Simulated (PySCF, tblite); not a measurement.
Species: C₆H₄F₃N.
Structure used (GFN2-xTB), in Å, numbered top down from 1:
```
atom  x, y, z in Å
C1    -1.595   -0.629    0.302
C2    -0.438    0.259   -0.170
C3     0.836   -0.410   -0.023
C4     1.891   -0.974    0.132
C5     3.083   -1.622    0.277
N6     4.084   -2.171    0.396
C7    -0.415    1.562    0.637
F8     0.554    2.392    0.229
F9    -0.229    1.354    1.944
F10   -1.570    2.233    0.512
H11   -1.466   -0.891    1.350
H12   -2.539   -0.103    0.181
H13   -1.620   -1.542   -0.287
H14   -0.577    0.543   -1.221
```

Computed, not measured: CAM-B3LYP/def2-SVPD in PySCF (dipole) on a GFN2-xTB geometry, gas phase.

Masses are those of the commonest isotopes; rigid-rotor values at the optimised geometry. 

(1) What are A, B and C (GHz)?

(2) What kind of rotor is it?

(3) What does the inertial defect say?

(4) List the rotational levels J(Ka,Kc) to J = 2 (cm⁻¹).

(5) Which lines would a microwave search look for?

(6) Estimate the classical rotational partition function at 50 K, 298.15 K and 500 K.

Results:

(1) Ia = 186.13, Ib = 753.22, Ic = 837.87 u·Å²; 505379 MHz·u·Å²/I gives 2715, 671.0 and 603.2 MHz, that is A = 2.7152, B = 0.6710, C = 0.6032 GHz.

(2) A near-prolate asymmetric top; Ray's κ = -0.936.

(3) Not planar: Δ = Ic − Ia − Ib = -101.47 u·Å². For a rigid frame Δ = −2 Σ m c², so Σ m c² = 50.73 u·Å² lies off the ab plane: 4.23 from hydrogen and 46.51 from heavier atoms. The atom farthest from that plane is 1.63 Å away.

(4) Above 0(0,0):
J = 1: 1(0,1) 0.0425, 1(1,1) 0.1107, 1(1,0) 0.1130
J = 2: 2(0,2) 0.1274, 2(1,2) 0.1934, 2(1,1) 0.2002, 2(2,1) 0.4048, 2(2,0) 0.4048
Those of J = 1 are B + C, A + C and A + B.

(5) The dipole components are |μa| = 3.22 D, |μb| = 2.98 D, |μc| = 1.20 D. The squared components, which scale the intensities, stand as 1.00 : 0.85 : 0.14 (a : b : c). Some lines, for components of 0.1 D or more:

| type | branch | J(Ka,Kc) | MHz | lower level (cm⁻¹) |
| --- | --- | --- | --- | --- |
| c | Q | 2(1,2) ← 2(0,2) | 1978 | 0.127 |
| c | Q | 1(1,1) ← 1(0,1) | 2044 | 0.043 |
| b | Q | 1(1,0) ← 1(0,1) | 2112 | 0.043 |
| b | Q | 2(1,1) ← 2(0,2) | 2182 | 0.127 |
| a | R | 2(1,2) ← 1(1,1) | 2480 | 0.111 |
| a | R | 2(0,2) ← 1(0,1) | 2547 | 0.043 |
| a | R | 2(1,1) ← 1(1,0) | 2616 | 0.113 |
| b | R | 1(1,1) ← 0(0,0) | 3318 | 0.000 |
| b | R | 2(1,2) ← 1(0,1) | 4525 | 0.043 |
| c | R | 2(1,1) ← 1(0,1) | 4728 | 0.043 |
| c | Q | 2(2,1) ← 2(1,1) | 6133 | 0.200 |
| b | Q | 2(2,0) ← 2(1,1) | 6135 | 0.200 |
| b | R | 2(2,1) ← 1(1,0) | 8749 | 0.113 |
| c | R | 2(2,1) ← 1(1,1) | 8817 | 0.111 |

(6) Point group C1, symmetry number σ = 1; q = (√π/σ)·√((kT/h)³/(ABC)), k/h = 20836.6 MHz/K: 56900 at 50 K, 828000 at 298.15 K, 1800000 at 500 K.

Its GFN2-xTB frequencies are all real (lowest 44 cm⁻¹). No vibrational averaging or centrifugal distortion is included, and the geometry carries the error of its method. A rigid rotor knows nothing of internal rotation, which can split or shift real lines. Quadrupole hyperfine structure (14N) is left out.
